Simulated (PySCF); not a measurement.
Gas-phase reaction: GaCl + 2 ClO ⇌ GaCl3 + O2

Energies from PySCF (xtb for GFN2), thermal terms from the rigid-rotor harmonic-oscillator model, ideal gas at 1 bar. † marks an energy on the PBE0/def2-TZVP geometry and frequencies; other levels use their own. 6-31G* has spherical d functions here. Open shells (unrestricted): ClO (multiplicity 2), O2 (multiplicity 3); the rest are closed-shell singlets. GFN2 has no spin-polarisation term. Spin-orbit splitting is ignored; it lowers the true energy and changes the entropy of ClO. B3LYP is the form with VWN-RPA correlation. Ga: all electrons, no relativistic terms.

```
level               ΔH°(298 K), kJ
------------------  --------------
B3LYP/6-31G*                     …
B3LYP/def2-TZVP†              -536
BLYP/def2-TZVP†               -494
GFN2-xTB                         …
PBE0/def2-QZVP†                  …
LDA/def2-TZVP†                -586
ωB97X-V/def2-TZVP†            -605
```

Task: What belongs in the gaps?

Result: 
- B3LYP/6-31G*, ΔH°(298 K), kJ: -561
- GFN2-xTB, ΔH°(298 K), kJ: -421
- PBE0/def2-QZVP†, ΔH°(298 K), kJ: -574
